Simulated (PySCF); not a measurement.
C3H8AlClO, singlet, at a GFN2-xTB geometry (such geometries of metal compounds can be far from the true shape). Base run: B3LYP/6-31G run with PySCF.

PySCF was given this input:
```python
from pyscf import gto, scf, dft, solvent

mol = gto.M(
    atom='''
Al   -0.41671183    1.13294748    0.60971342
Cl    1.34808423    1.95012156    1.18356138
H    -1.72524687    1.73931974    1.05934071
O    -0.56998876   -0.18205031   -0.35845497
C    -0.72196858   -1.34623213   -1.12246266
C    -1.29234146   -2.46218788   -0.25178393
C     0.62279566   -1.74658450   -1.72466302
H    -1.43023024   -1.12396114   -1.93367402
H    -0.59945235   -2.68617039    0.55671558
H    -1.45252755   -3.35881157   -0.84430586
H    -2.23886364   -2.14580617    0.18006891
H     1.01696121   -0.92916745   -2.32413562
H     1.32998042   -1.96341382   -0.92699915
H     0.50819707   -2.62594344   -2.35273075
''',
    basis='6-31g',
    verbose=4,
)

mf = dft.RKS(mol)
mf.xc = 'b3lyp'
mf.kernel()
mf.analyze()
```

Variants of this job, named by their change:

```csv
change,ΔE vs base (kJ/mol),dipole (D),HOMO-LUMO gap (eV)
base,0.00,2.63,6.81
model = IEF-PCM; solvent = n-hexane,-7.44,2.82,6.88
model = IEF-PCM; solvent = dimethylsulfoxide; vdw_scale = 1.0,[?],[?],[?]
model = IEF-PCM; solvent = dimethylsulfoxide,-20.85,3.09,7.03
model = C-PCM; solvent = dimethylsulfoxide,[?],[?],7.04
model = IEF-PCM; solvent = dimethylsulfoxide; vdw_scale = 1.4,-10.22,3.00,6.89
model = ddCOSMO; solvent = dimethylsulfoxide,[?],[?],[?]
model = IEF-PCM; solvent = toluene,-9.72,2.87,6.90
model = SS(V)PE; solvent = dimethylsulfoxide,-20.77,3.09,7.04
model = COSMO; solvent = dimethylsulfoxide,-20.87,3.09,7.04
model = IEF-PCM; solvent = methanol,-20.52,3.09,7.03
model = IEF-PCM; solvent = dimethylsulfoxide; r_probe = 0.5,-7.80,2.94,6.87
```

### Question
Fill in the missing entries.

### Answer

- model = IEF-PCM; solvent = dimethylsulfoxide; vdw_scale = 1.0, ΔE vs base (kJ/mol): -53.4
- model = IEF-PCM; solvent = dimethylsulfoxide; vdw_scale = 1.0, dipole (D): 3.20
- model = IEF-PCM; solvent = dimethylsulfoxide; vdw_scale = 1.0, HOMO-LUMO gap (eV): 7.37
- model = C-PCM; solvent = dimethylsulfoxide, ΔE vs base (kJ/mol): -21.12
- model = C-PCM; solvent = dimethylsulfoxide, dipole (D): 3.10
- model = ddCOSMO; solvent = dimethylsulfoxide, ΔE vs base (kJ/mol): -13.41
- model = ddCOSMO; solvent = dimethylsulfoxide, dipole (D): 3.06
- model = ddCOSMO; solvent = dimethylsulfoxide, HOMO-LUMO gap (eV): 6.93

The base is the gas phase, so ΔE is the electrostatic part of solvation at a fixed geometry, without cavity and dispersion terms.
